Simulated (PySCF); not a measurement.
## How methods differ on the excitation energy of O²⁺

O²⁺ [He] 2s2 2p2 (3P) → O²⁺ [He] 2s1 2p2 3d1 (high-spin determinant), as a difference of total energies. Calculation: PySCF 2.14, in aug-cc-pVTZ (5s4p3d2f, 46 functions); no relativity, point nucleus. Correlated levels: valence: 1s2 frozen. The calculations carry no spin-orbit coupling.

```csv
method,excitation energy (eV)
UHF,47.929
MP2 (valence),49.431
SCS-MP2 (valence),49.896
CCSD (valence),49.717
CCSD(T) (valence),49.674
```

Problem. How much does correlation contribute at CCSD(T) (valence)?

Solution. 49.674 − (47.929) = 1.745 eV, measured against UHF.

A first-order spin-orbit estimate (lowest level to lowest level, LS coupling) adds 0.006 eV.

The promoted electron is Rydberg-like, and one or two diffuse shells describe it only roughly, which tends to raise the upper state.

The coupled-cluster amplitudes are large for the upper state (T1 above 0.03 or a double amplitude above 0.15), so a single reference is strained.

The determinant of the upper state mixes LS terms, which raises its energy above the lowest term, most at the Hartree-Fock and MP2 levels.
